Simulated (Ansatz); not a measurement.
Job for Ansatz (a first-principles code): R-RI-MP2/aug-cc-pVTZ on C2H4F2 (a complex), monomers drawn apart or pushed together. Files ending in .json are basis or fitting sets from the Basis Set Exchange.

Ansatz 0.2 input:
```yaml
crystal:
  periodic: [false, false, false]
  atoms:
    - {symbol: F, position_ang: [-0.09966557, -0.05492580, -0.30703798]}
    - {symbol: H, position_ang: [0.01984255, 0.44260732, 0.47216502]}
    - {symbol: C, position_ang: [-0.20439967, -1.14708596, 4.32134899]}
    - {symbol: C, position_ang: [0.05946164, 0.10737562, 4.61019315]}
    - {symbol: F, position_ang: [0.22160986, 1.04974873, 3.63240754]}
    - {symbol: H, position_ang: [-0.30540154, -1.49228616, 3.30163489]}
    - {symbol: H, position_ang: [-0.32376277, -1.85404155, 5.12901865]}
    - {symbol: H, position_ang: [0.17898024, 0.54996259, 5.58808718]}
basis:
  gaussian:
    orbitals: aug-cc-pVTZ
    fitting: {mean_field: def2-universal-JKFIT, correlation: aug-cc-pVTZ-RIFIT.json}
magnetization: {spin_polarized: false}
correlation: {method: mp2, electrons: outside_noble_gas}
scf: {lower_state_search: off}
```

It printed:

```
WARN ansatz: RAYON_NUM_THREADS=1 ignored (pool sized by the plan → 1); use --threads N
Functional definition: HF
these checks for a lower state are left out or cut short: stability, starts, cluster_reference, orbital_swaps, neighbouring_geometries, increment
integrals: 0.25 GiB planned
376 factors; integrals over basis functions are off by at most 9.3e-1 eV
mean field: 0.43 GiB planned
mean field evaluation 1: about -7535.0681 eV, gradient 3.8e1 eV
mean field evaluation 2: about -7537.4018 eV, gradient 2.1e1 eV
mean field evaluation 4: about -7538.0336 eV, gradient 9.4e-1 eV
mean field -7538.03743734 eV, -277.0177663571 hartree, gradient 2.4e-6 eV, S^2 0.000000; 0 other end points of the search recorded, 0 dependent functions left out
4 core orbitals not correlated
608 factors; their error is unknown
reference -7538.03743734 eV, -277.0177663571 hartree; 13, 13 occupied and 259, 259 virtual orbitals, 608 factors
second order -23.61309251 eV of doubles, -0.00000000 eV of singles
Total energy: -7561.65052985 eV, -277.8855315012 hartree
Checks for a lower state left out: stability, starts, cluster_reference, orbital_swaps, neighbouring_geometries, increment
```

The run converged.

Cost: roughly 4 core-seconds.
